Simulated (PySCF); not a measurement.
H₅FGaNO₂, singlet, CAM-B3LYP/def2-SVP optimised geometry.

```
10

Ga    -0.63    -0.37     0.00
F     -1.35    -1.76    -0.82
O      1.16    -0.37     0.00
H      1.55    -1.07    -0.53
O     -1.55     1.17     0.00
H     -1.38     1.76    -0.74
N     -1.18    -0.86     1.92
H     -0.37    -0.99     2.54
H     -1.72    -1.72     1.90
H     -1.76    -0.10     2.27
```

Density from CAM-B3LYP/def2-TZVP (PySCF 2.14.0) at that geometry.

Minimum of the electron density along straight lines between bonded atoms, close to the bond critical point (lines longer than 1.1 times the sum of covalent radii, or with two minima, are not listed):

| bond | length / Å | ρ at the minimum / e bohr⁻³ | ∇²ρ there / e bohr⁻⁵ | position (fraction from the first atom) |
|---|---|---|---|---|
| Ga1–F2 | 1.772 | 0.125 | 0.81 | 0.49 |
| Ga1–O3 | 1.792 | 0.133 | 0.70 | 0.48 |
| O3–H4 | 0.963 | 0.354 | -2.35 | 0.80 |
| Ga1–O5 | 1.792 | 0.133 | 0.71 | 0.48 |
| O5–H6 | 0.962 | 0.355 | -2.36 | 0.80 |
| Ga1–N7 | 2.059 | 0.079 | 0.29 | 0.47 |
| N7–H8 | 1.021 | 0.331 | -1.67 | 0.74 |
| N7–H9 | 1.021 | 0.330 | -1.68 | 0.75 |
| N7–H10 | 1.022 | 0.329 | -1.69 | 0.75 |
